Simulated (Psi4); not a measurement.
**Worked example: vertical energy of the triplet above the singlet of CH6NPSi (SMILES C1NP[SiH2]1)**

CH6NPSi has 10 atoms, charge 0, and is taken as a singlet. SMILES: `C1NP[SiH2]1`. Geometry: relaxed at PBE0-D4/def2-TZVP.

Both states at this one shape; open shells run unrestricted unless said. 1 Eh = 27.2114 eV.

| level | program | singlet CH6NPSi (Eh) | triplet CH6NPSi (Eh) |
| --- | --- | --- | --- |
| HF/def2-SVP | Psi4 | -725.176220 | -725.005357 |
| MP2/def2-SVP, 12 core orbitals frozen | Psi4 | -725.696822 | -725.517196 |

Work out the vertical gap, second state less first, at each level.


1. HF/def2-SVP: -725.005357 − (-725.176220) = 0.170863 Eh = 4.65 eV.
2. MP2/def2-SVP: -725.517196 − (-725.696822) = 0.179626 Eh = 4.89 eV.

No measured value is set beside it here; the levels span 4.65 to 4.89 eV. Hartree–Fock favours the state with fewer electron pairs, since it lacks pair correlation.
